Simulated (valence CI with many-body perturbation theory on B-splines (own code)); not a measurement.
# Level structure of As²⁸⁺

Calculated by relativistic CI+MBPT: three valence electrons over a frozen Dirac-Fock core [He], a basis of 11 s, 11 p, 9 d, 7 f, 5 g, 2 h, 1 i functions for each j, with the one-electron correlation potential Σ1, the two-electron term Σ2, the three-electron term Σ3, Breit, model QED; selected CI, second order for the rest (own B-spline code, finite nucleus).

The last digits are not significant, and no measured levels were compared; by estimate large intervals hold to a few tenths of a per cent, small ones and those within an open d or f shell to about a per cent.

Levels 1 to 45 of 94, with energies above the lowest level, (2s^2 2p1/2) J=1/2. "Leading %" is the weight of the configuration and term that name the level; weights of strongly mixed levels are sums over their largest components and can fall short. In the jj column 3d3/2^4 stands for four electrons in 3d with j = 3/2.

```
No.  Configuration  Term    J  E (× 10³ cm⁻¹)  Leading %              Leading jj      g
  1         2s2 2p   2P°  1/2            0.00         98       2s^2 2p1/2 (98 %)  0.657
  2         2s2 2p   2P°  3/2          336.87         98       2s^2 2p3/2 (98 %)  1.327
  3         2s 2p2    4P  1/2          603.42         87       2s 2p1/2^2 (78 %)  2.546
  4         2s 2p2    4P  3/2          801.52         98   2s 2p1/2 2p3/2 (96 %)  1.711
  5         2s 2p2    4P  5/2          915.61         78   2s 2p1/2 2p3/2 (79 %)  1.507
  6         2s 2p2    2D  3/2          1175.6         86   2s 2p1/2 2p3/2 (92 %)  0.871
  7         2s 2p2    2P  1/2          1266.1         71   2s 2p1/2 2p3/2 (74 %)  1.099
  8         2s 2p2    2D  5/2          1310.0         78       2s 2p3/2^2 (79 %)  1.280
  9         2s 2p2    2S  1/2          1626.4         69       2s 2p3/2^2 (90 %)  1.672
 10         2s 2p2    2P  3/2          1638.1         86       2s 2p3/2^2 (88 %)  1.266
 11            2p3   4S°  3/2          1911.0         61    2p1/2^2 2p3/2 (83 %)  1.663
 12            2p3   2D°  3/2          2169.2         62    2p1/2 2p3/2^2 (87 %)  1.197
 13            2p3   2D°  5/2          2249.6        100   2p1/2 2p3/2^2 (100 %)  1.193
 14            2p3   2P°  1/2          2433.4         98    2p1/2 2p3/2^2 (98 %)  0.657
 15            2p3   2P°  3/2          2669.8         66          2p3/2^3 (95 %)  1.256
 16         2s2 3s    2S  1/2           13936         96          2s^2 3s (96 %)  1.999
 17         2s2 3p   2P°  1/2           14178         93       2s^2 3p1/2 (93 %)  0.667
 18         2s2 3p   2P°  3/2           14272         92       2s^2 3p3/2 (92 %)  1.335
 19       2s 2p 3s   4P°  1/2           14414         93      2s 2p1/2 3s (96 %)  2.536
 20       2s 2p 3s   4P°  3/2           14479         82      2s 2p1/2 3s (84 %)  1.657
 21         2s2 3d    2D  3/2           14488         96       2s^2 3d3/2 (96 %)  0.797
 22         2s2 3d    2D  5/2           14517         96       2s^2 3d5/2 (96 %)  1.198
 23       2s 2p 3s   2P°  1/2           14562         93      2s 2p1/2 3s (89 %)  0.733
 24       2s 2p 3p    4D  1/2           14623         75   2s 2p1/2 3p1/2 (98 %)  0.207
 25       2s 2p 3p    4D  3/2           14682         64   2s 2p1/2 3p1/2 (85 %)  1.212
 26       2s 2p 3s   4P°  5/2           14741         98      2s 2p3/2 3s (98 %)  1.594
 27       2s 2p 3p    4P  3/2           14764         25   2s 2p1/2 3p3/2 (94 %)  1.460
 28       2s 2p 3p    4P  1/2           14787         58   2s 2p1/2 3p1/2 (84 %)  2.040
 29       2s 2p 3p    2P  1/2           14808         49   2s 2p1/2 3p3/2 (82 %)  1.238
 30       2s 2p 3p    4D  5/2           14812         75   2s 2p1/2 3p3/2 (82 %)  1.379
 31       2s 2p 3s   2P°  3/2           14835         86      2s 2p3/2 3s (96 %)  1.372
 32       2s 2p 3p    2D  3/2           14850         54   2s 2p1/2 3p3/2 (88 %)  1.234
 33       2s 2p 3d   4F°  3/2           14912         82   2s 2p1/2 3d3/2 (97 %)  0.499
 34       2s 2p 3d   4F°  5/2           14956         75   2s 2p1/2 3d3/2 (50 %)  1.088
 35       2s 2p 3d   4P°  5/2           15007         44   2s 2p1/2 3d5/2 (69 %)  1.378
 36       2s 2p 3p    4P  3/2           15013         51   2s 2p3/2 3p1/2 (94 %)  1.564
 37       2s 2p 3d   4F°  7/2           15026         64   2s 2p1/2 3d5/2 (84 %)  1.272
 38       2s 2p 3d   4D°  3/2           15029         52   2s 2p1/2 3d3/2 (55 %)  1.307
 39       2s 2p 3d   4D°  1/2           15034         77   2s 2p1/2 3d3/2 (85 %)  0.293
 40       2s 2p 3p    4P  5/2           15034         45   2s 2p3/2 3p1/2 (89 %)  1.407
 41       2s 2p 3p    4D  7/2           15057        100  2s 2p3/2 3p3/2 (100 %)  1.424
 42       2s 2p 3p    2P  3/2           15083         40   2s 2p3/2 3p3/2 (93 %)  1.545
 43       2s 2p 3d   2D°  3/2           15089         36   2s 2p1/2 3d5/2 (36 %)  1.072
 44       2s 2p 3s   2P°  1/2           15104         95      2s 2p3/2 3s (87 %)  0.708
 45       2s 2p 3d   2F°  5/2           15112         62   2s 2p1/2 3d5/2 (74 %)  1.031
```

The ionisation energy to 2s2 1S_0 of the next ion comes out as 3089 eV (NIST: 3088.1 ± 1.9 eV (semi-empirical)). All 94 levels together are meant to be complete up to 16062 × 10³ cm⁻¹.
